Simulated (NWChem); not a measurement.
System: SiNH₂ClF₂; SMILES N[Si](F)(F)Cl

Input file for NWChem:

```
start job
memory heap 200 mb stack 900 mb global 1100 mb
geometry units angstroms noautosym nocenter noautoz
  N      1.460483    -1.155169    -0.046500
  Si    -0.015208    -0.342165    -0.001140
  F     -0.881149    -0.754878    -1.285812
  F     -0.797345    -0.768680     1.331868
  Cl     0.054133     1.699732     0.002516
  H      2.003730    -1.222732    -0.898402
  H      2.024414    -1.269910     0.786790
end
basis spherical
  N library def2-svp
  Si library def2-svp
  F library def2-svp
  Cl library def2-svp
  H library def2-svp
end
dft
  xc b3lyp
  iterations 150
  mulliken
end
task dft energy
esp
  recalculate
  probe 0.07
  range 0.3
  factor 1.0
  spacing 0.02
end
task esp
```

Output (shortened):

```
             Northwest Computational Chemistry Package (NWChem) 7.3.0
             --------------------------------------------------------

                             Geometry "geometry" -> ""
                             -------------------------

 Output coordinates in angstroms (scale by  1.889725989 to convert to a.u.)

  No.       Tag          Charge          X              Y              Z
 ---- ---------------- ---------- -------------- -------------- --------------
    1 N                    7.0000     1.46048300    -1.15516900    -0.04650000
    2 Si                  14.0000    -0.01520800    -0.34216500    -0.00114000
    3 F                    9.0000    -0.88114900    -0.75487800    -1.28581200
    4 F                    9.0000    -0.79734500    -0.76868000     1.33186800
    5 Cl                  17.0000     0.05413300     1.69973200     0.00251600
    6 H                    1.0000     2.00373000    -1.22273200    -0.89840200
    7 H                    1.0000     2.02441400    -1.26991000     0.78679000

 Effective nuclear repulsion energy (a.u.)     316.6541604739

                                 NWChem DFT Module
                                 -----------------

 Summary of "ao basis" -> "ao basis" (spherical)
 ------------------------------------------------------------------------------
       Tag                 Description            Shells   Functions and Types
 ---------------- ------------------------------  ------  ---------------------
 N                          def2-svp                 6       14   3s2p1d
 Si                         def2-svp                 8       18   4s3p1d
 F                          def2-svp                 6       14   3s2p1d
 Cl                         def2-svp                 8       18   4s3p1d
 H                          def2-svp                 3        5   2s1p

            General Information
            -------------------
          SCF calculation type: DFT
          Wavefunction type:  closed shell.
          No. of atoms     :     7
          No. of electrons :    58
           Alpha electrons :    29
            Beta electrons :    29
          Charge           :     0
          Spin multiplicity:     1
          Use of symmetry is: off; symmetry adaption is: off
          Maximum number of iterations: 150
          AO basis - number of functions:    88
                     number of shells:    40
          Convergence on energy requested:  1.00D-06
          Convergence on density requested:  1.00D-05
          Convergence on gradient requested:  5.00D-04

              XC Information
              --------------
                         B3LYP Method XC Potential
                     Hartree-Fock (Exact) Exchange  0.200
                        Slater Exchange Functional  0.800 local
                    Becke 1988 Exchange Functional  0.720 non-local
              Lee-Yang-Parr Correlation Functional  0.810
                  VWN I RPA Correlation Functional  0.190 local

             Grid Information
             ----------------
          Grid used for XC integration:  medium
          Radial quadrature: Mura-Knowles
          Angular quadrature: Lebedev.
          Tag              B.-S. Rad. Rad. Pts. Rad. Cut. Ang. Pts.
          ---              ---------- --------- --------- ---------
          N                   0.65       49           8.0       434
          Si                  1.10       88           8.0       590
          F                   0.50       49          10.0       434
          Cl                  1.00       88          10.0       590
          H                   0.35       45          10.0       434
          Grid pruning is: on
          Number of quadrature shells:   413
          Spatial weights used:  Erf1

      Superposition of Atomic Density Guess
      -------------------------------------

 Sum of atomic energies:       -1001.88982587

      Non-variational initial energy
      ------------------------------

 Total energy =   -1003.228331
 1-e energy   =   -2019.115236
 2-e energy   =     699.232744
 HOMO         =      -0.364537
 LUMO         =       0.055517

[...]

                     NWChem Electrostatic Potential Fit Module
                     -----------------------------------------

 Atom parameters

 Number of atoms is                                    7
 Number of basis functions is                         88

 Grid parameters

 Maximum number of grid points is                  34498
 Number of grid points is                          34497
 Grid range                                     0.300000 nm
 Grid spacing                                   0.020000 nm
 Probe radius                                   0.070000 nm
 Atom radius factor                             1.000000

 Atomic radii

    1    0.100000
    7    0.140000
    9    0.128000
   14    0.187000
   17    0.169000
 FASTESP  F
  using M.O. file = ./job.movecs

    Atom              Coordinates                           Charge

                                                  ESP

    1 N     0.146048   -0.115517   -0.004650   -0.869339
    2 Si   -0.001521   -0.034217   -0.000114    1.020923
    3 F    -0.088115   -0.075488   -0.128581   -0.303361
    4 F    -0.079735   -0.076868    0.133187   -0.303315
    5 Cl    0.005413    0.169973    0.000252   -0.243233
    6 H     0.200373   -0.122273   -0.089840    0.349106
    7 H     0.202441   -0.126991    0.078679    0.349219
                                            ------------
                                                0.000000

 Dipole moment                                  1.208582

 Quadrupole moment Qxx                          4.712410
                   Qyy                         -6.033677
                   Qzz                          1.321268

 RMS deviation kJ/mol                           0.061648

 RRMS %                                        22.425731
```

Level: B3LYP/def2-SVP. Coordinates come from a PBE0/def2-SVP optimisation. B3LYP is NWChem's, with the RPA form of VWN correlation.
